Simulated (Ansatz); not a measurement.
Ansatz (a quantum-chemistry and plane-wave program) input for C3H5ClSi, SMILES C=C=C[SiH2]Cl, PBE/def2-SVPD. Geometry optimised at PBE0-D3(BJ)/def2-SVP. This is a generated structure with no PubChem entry under its InChIKey; it may be hypothetical. Other conformers were not sampled.

Ansatz 0.2 input:
```yaml
crystal:
  periodic: [false, false, false]
  atoms:
    - {symbol: C, position_ang: [3.13901173, -0.05619325, -0.63238947]}
    - {symbol: C, position_ang: [2.05102279, 0.13116941, 0.06760439]}
    - {symbol: C, position_ang: [0.93630439, 0.32500912, 0.72999366]}
    - {symbol: Si, position_ang: [-0.64839591, 0.67315325, -0.17740622]}
    - {symbol: Cl, position_ang: [-2.01146980, -0.85327189, 0.16748482]}
    - {symbol: H, position_ang: [3.78947235, 0.78210402, -0.90073469]}
    - {symbol: H, position_ang: [3.43024449, -1.05876344, -0.96106988]}
    - {symbol: H, position_ang: [0.94739244, 0.27880746, 1.82741490]}
    - {symbol: H, position_ang: [-0.37293628, 0.75017628, -1.63656507]}
    - {symbol: H, position_ang: [-1.27967731, 1.92924088, 0.31614856]}
basis:
  gaussian:
    orbitals: def2-SVPD
hamiltonian:
  xc: {name: PBE}
```

Program output:

```
WARN ansatz: RAYON_NUM_THREADS=1 ignored (pool sized by the plan → 1); use --threads N
Functional definition: PBE
integrals: 0.09 GiB planned
1331 factors; their error is unknown
mean field: 0.55 GiB planned
mean field evaluation 1: about -23562.9026 eV, gradient 5.3e1 eV
mean field evaluation 2: about -23553.6371 eV, gradient 7.5e1 eV
mean field evaluation 4: about -23570.3924 eV, gradient 1.0e1 eV
mean field evaluation 8: about -23570.6552 eV, gradient 7.3e-2 eV
mean field evaluation 16: about -23570.6014 eV, gradient 5.2e-5 eV
mean field -23570.60142097 eV, -866.2036254933 hartree, gradient 5.2e-5 eV, S^2 0.000000; 0 other end points of the search recorded, 0 dependent functions left out
reference -23570.60147315 eV, -866.2036274108 hartree; 27, 27 occupied and 124, 124 virtual orbitals, 1331 factors
Total energy: -23570.60147315 eV, -866.2036274108 hartree
```

Self-consistency was reached.
